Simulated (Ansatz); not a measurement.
Forces on [ErCl6]3- (ErCl₆³⁻) at its PBE-D4/def2-SVP geometry. Total charge -3; quartet.

In the def2 sets Er takes a core potential; there is no spin–orbit coupling. With an open 4f shell the SCF may have ended on a state above the lowest. A multiply charged anion in the gas phase is held together partly by the finite basis. At BLYP-D4/def2-TZVP, PBE0-D4/def2-TZVP the highest occupied level of the charge -3 quartet lies above zero (up to 4.97 eV). It is a level of β spin, whose loss leaves a quintet; that state wasn't run at this geometry and level. The electron is either unbound and held by the finite basis, or the level is raised by self-interaction error. No other spin state of charge -3 was run.

BLYP-D4/def2-TZVP (Ansatz), largest force 0.25 eV/Å:

```xyz
7
positions Å, forces eV/Å
Er    0.000    0.001    0.001    0.001   -0.007   -0.004
Cl   -0.489    0.076   -2.652   -0.057    0.012   -0.238
Cl    0.490   -0.073    2.652    0.057   -0.011    0.240
Cl   -2.248   -1.433    0.410   -0.203   -0.137    0.029
Cl    2.250    1.430   -0.411    0.201    0.140   -0.028
Cl   -1.421    2.264    0.365   -0.122    0.213    0.021
Cl    1.418   -2.265   -0.365    0.124   -0.210   -0.020
```

PBE0-D4/def2-TZVP (Ansatz), largest force 0.03 eV/Å:

```
Er 0.001 -0.008 -0.005
Cl -0.025 0.008 0.001
Cl 0.024 -0.007 0.000
Cl 0.001 -0.016 -0.017
Cl -0.003 0.019 0.019
Cl 0.010 0.015 -0.021
Cl -0.008 -0.012 0.022
```
